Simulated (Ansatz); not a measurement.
`O[SiH2][Ga]1[CH2][S]1` + H₂O → `[OH][Ga]1[CH2][S]1` + `O[SiH3]` at 500 K and 1 bar (formal hydrolysis of a Ga–Si bond).

Computed with Ansatz on PBE0-D4/def2-TZVP structures; ΔE is electronic, products minus reactants. CCSD(T)/CBS adds triple-zeta CCSD(T) − MP2 to the extrapolated MP2 energy (def2 sets, frozen cores). This one scheme is used for every species. For Ga outer-core shells are correlated without core-valence functions, which leaves a few kJ/mol of doubt a bond. Scalar relativity is left out up to krypton. Each species was taken in one conformer, which may not be the lowest.

| species | CCSD(T)/CBS energy (Eh) | H − E (kJ/mol) | S (J/(mol·K)) |
| --- | --- | --- | --- |
| `O[SiH2][Ga]1[CH2][S]1` | -2727.07093 | 207.6 | 460.1 |
| H₂O | -76.37941 | 73.2 | 206.3 |
| `[OH][Ga]1[CH2][S]1` | -2436.75913 | 144.6 | 369.1 |
| `O[SiH3]` | -366.69042 | 127.5 | 292.9 |

H − E and S are ideal-gas, rigid-rotor, harmonic terms from PBE0-D4/def2-TZVP, for one conformer and one mirror image of each species. 1 Eh = 2625.50 kJ/mol, R = 8.31446 J/(mol·K).

Problem. By hand: ΔE, ΔH, ΔS and ΔG.

Solution. ΔE = (-2436.75913) + (-366.69042) − (-2727.07093) − (-76.37941) = 0.00079 Eh = 2.1 kJ/mol. Δ(H − E) = 144.6 + 127.5 − 207.6 − 73.2 = -8.7, so ΔH = -6.6 kJ/mol. ΔS = 369.1 + 292.9 − 460.1 − 206.3 = -4.4 J/(mol·K). ΔG = -6.6 − 500 × (-4.4)/1000 = -4.4 kJ/mol.

Problem. By hand: the equilibrium constant, and the temperature at which ΔG would vanish if ΔH and ΔS stayed fixed.

Solution. log₁₀ K = −ΔG/(RT ln 10) = 0.5. ΔG = 0 at ΔH/ΔS = 1500 K, though so small a ΔH makes that figure unsure.

TΔS isn't small against ΔH here. The sign of ΔG lies within the doubt. A doubt of 5 kJ/mol in ΔE shifts log₁₀ K by 0.5 here. Other conformers and mirror images would add mixing entropy, several J/(mol·K) or more a flexible species. Modes under 60 cm⁻¹, often nearly free rotors, make the harmonic entropy too high. These are equilibria of isolated gas molecules and say nothing of rates. Largest T1 diagnostic: 0.015 (customary marks: 0.02 for closed shells, 0.045 for open ones).
